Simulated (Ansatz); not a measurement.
`C=CC(C)(F)Cl` + `[SiH3][SiH2]Br` → `C[SiH2][SiH2]Br` + `C=CC(F)Cl`  (formal exchange of groups at a C–C bond)

Computed with Ansatz on PBE0-D4/def2-TZVP structures; ΔE is electronic, products minus reactants. CCSD(T)/CBS is the MP2 limit (def2-TZVPP, def2-QZVPP) plus CCSD(T) − MP2 in def2-TZVPP, frozen cores. Functionals use def2-TZVPP. B3LYP here is the variant with VWN-RPA as its local correlation; programs differ in this. For Br outer-core shells are correlated without core-valence functions, which leaves a few kJ/mol of doubt a bond. Scalar relativity is left out up to krypton. Each species was taken in one conformer, which may not be the lowest.

```json
{"level": "PBE-D4", "ΔE (kJ/mol)": "-22.5", "difference from CCSD(T)/CBS": "-4.4"}
{"level": "PBE0-D4", "ΔE (kJ/mol)": "-22.2", "difference from CCSD(T)/CBS": "-4.1"}
{"level": "B3LYP-D4", "ΔE (kJ/mol)": "-21.5", "difference from CCSD(T)/CBS": "-3.4"}
{"level": "ωB97X-V", "ΔE (kJ/mol)": "-17.8", "difference from CCSD(T)/CBS": "0.3"}
{"level": "ωB97M-V", "ΔE (kJ/mol)": "-19.7", "difference from CCSD(T)/CBS": "-1.6"}
{"level": "r2SCAN", "ΔE (kJ/mol)": "-20.0", "difference from CCSD(T)/CBS": "-1.9"}
{"level": "B3LYP", "ΔE (kJ/mol)": "-22.8", "difference from CCSD(T)/CBS": "-4.7"}
{"level": "MP2/def2-TZVPP", "ΔE (kJ/mol)": "-17.6", "difference from CCSD(T)/CBS": "0.5"}
{"level": "SCS-MP2/def2-TZVPP", "ΔE (kJ/mol)": "-16.8", "difference from CCSD(T)/CBS": "1.3"}
{"level": "CCSD/CBS(def2)", "ΔE (kJ/mol)": "-19.0", "difference from CCSD(T)/CBS": "-0.9"}
{"level": "CCSD(T)/CBS", "ΔE (kJ/mol)": "-18.1", "difference from CCSD(T)/CBS": "0"}
```

Largest T1 diagnostic among the species: 0.011.
